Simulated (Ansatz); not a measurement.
Start from `CBCSC` and change one atom or group to get `CSCO`.

Ansatz, PBE0-D4/def2-TZVP geometries, multiplicity 1. Each molecule was computed in one conformer, which needn't be the lowest.

```
                                      property  `CBCSC`
zero-point energy (PBE0-D4/def2-TZVP) / kJ/mol    299.8
            HOMO energy (PBE0/def2-TZVPP) / eV    -6.22
          HOMO–LUMO gap (PBE0/def2-TZVPP) / eV     5.40
         HOMO–LUMO gap (B3LYP/def2-TZVPP) / eV     4.95
           HOMO energy (B3LYP/def2-TZVPP) / eV    -6.00
         LUMO energy (ωB97M-V/def2-TZVPP) / eV     1.13
```

**Question.** Give the same properties after the change, and the shifts. (Best estimate.)

**Answer.** The calculation gave: 
```
                                      property  `CSCO`  shift
zero-point energy (PBE0-D4/def2-TZVP) / kJ/mol   213.6  -86.2
            HOMO energy (PBE0/def2-TZVPP) / eV   -6.64  -0.42
          HOMO–LUMO gap (PBE0/def2-TZVPP) / eV    7.53   2.13
         HOMO–LUMO gap (B3LYP/def2-TZVPP) / eV    7.00   2.05
           HOMO energy (B3LYP/def2-TZVPP) / eV   -6.43  -0.43
         LUMO energy (ωB97M-V/def2-TZVPP) / eV    2.58   1.45
```

With PBE0 the HOMO falls by 0.42 eV and the LUMO rises by 1.70 eV, so the gap widens by about 2.12 eV. PBE moves the HOMO by -0.39 eV and ωB97M-V by -0.43 eV. The zero-point energy changes by -86.2 kJ/mol with -12 modes.

B3LYP here is the variant with VWN-RPA as its local correlation; programs differ in this.
